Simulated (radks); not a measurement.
Question: All-electron atom: Tm2+ in [Xe] 4f13 (the NIST ground configuration). Calculated with a radial shooting solver on a logarithmic mesh with Libxc functionals: Dirac Kohn-Sham, B86b exchange with PBE correlation, spin-unpolarised, spherical densities, finite nucleus; open shells fill j = l - 1/2 first; Fermi nuclear charge, rms radius 5.2256 fm. Some entries of the table are withheld. Estimate them.

orbital,occ.,eigenvalue (hartree),<r^2> (bohr^2),r(max) (bohr)
1s1/2,2,-2176.395,0.0005486,0.01261
2s1/2,2,-367.4246,0.008456,0.07207
2p1/2,2,-350.2771,0.006088,0.05403
2p3/2,4,-314.2500,0.007304,0.06035
3s1/2,2,-82.98158,0.05570,0.2035
3p1/2,2,-75.42615,0.05147,0.1911
3p3/2,4,-67.81853,0.05826,0.2043
3d3/2,4,-54.91515,0.04576,0.1611
3d5/2,6,-53.25262,0.04764,0.1648
4s1/2,2,-16.77099,0.2801,0.4648
4p1/2,2,-13.73086,0.2920,0.4665
4p3/2,4,-12.01500,0.3297,0.4945
4d3/2,4,-7.01108,0.3713,(1)
4d5/2,6,-6.69903,0.3863,(2)
5s1/2,2,-2.49430,1.707,1.093
5p1/2,2,-1.67435,(3),1.193
5p3/2,4,-1.46318,(4),1.282
4f5/2,6,-0.66835,0.8494,0.4934
4f7/2,7,-0.62431,0.9007,0.4989
6s1/2,0,-0.55188,11.96,2.924
5d3/2,0,-0.50132,6.772,1.842
5d5/2,0,-0.48787,7.122,1.896

Answer: 
(1) 4d3/2 r(max) (bohr): 0.4963
(2) 4d5/2 r(max) (bohr): 0.5053
(3) 5p1/2 <r^2> (bohr^2): 2.190
(4) 5p3/2 <r^2> (bohr^2): 2.554
